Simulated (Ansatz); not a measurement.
This geometry of H4O2Si2 (8 atoms, charge 0, multiplicity 1) is a first-order saddle point.

Level of theory: RKS PBE-D4/def2-SVP in Ansatz.

```xyz
8
Properties=species:S:1:pos:R:3
O 1.077 -1.587 1.691
Si 0.843 -0.548 0.565
O 2.037 0.233 -0.294
Si -1.244 0.076 -0.315
H 2.290 1.152 -0.103
H -1.282 -0.324 -1.765
H -2.358 -0.574 0.449
H -1.363 1.574 -0.227
```

(1) Which two structures does it join? (They come from a converged band through this point; their orientation in space is the band's.)

(2) How far does it lie above each of them?

Results:

(1) No bond is made or broken. The dihedral O1–Si2–O3–H5 goes from 0 to -178°.

Image 0:

```xyz
8
Properties=species:S:1:pos:R:3
O 1.268 -1.395 1.610
Si 0.819 -0.379 0.527
O 1.815 0.639 -0.340
Si -1.337 0.074 -0.286
H 2.766 0.561 -0.124
H -1.417 -0.399 -1.711
H -2.336 -0.656 0.561
H -1.579 1.556 -0.236
```

Image 8:

```xyz
8
Properties=species:S:1:pos:R:3
O 1.228 -1.807 1.421
Si 0.926 -0.531 0.598
O 2.076 0.611 0.222
Si -1.174 0.002 -0.332
H 1.762 1.387 -0.279
H -1.215 -0.545 -1.733
H -2.259 -0.615 0.499
H -1.344 1.497 -0.397
```

(2) 6.6 kcal/mol above the first and 2.8 kcal/mol above the second. This is the barrier of this one path; another mechanism may lie lower.

The run took 4.7 min on 1 thread of Arm Neoverse V1 (shared host), peak memory 0.12 GiB.
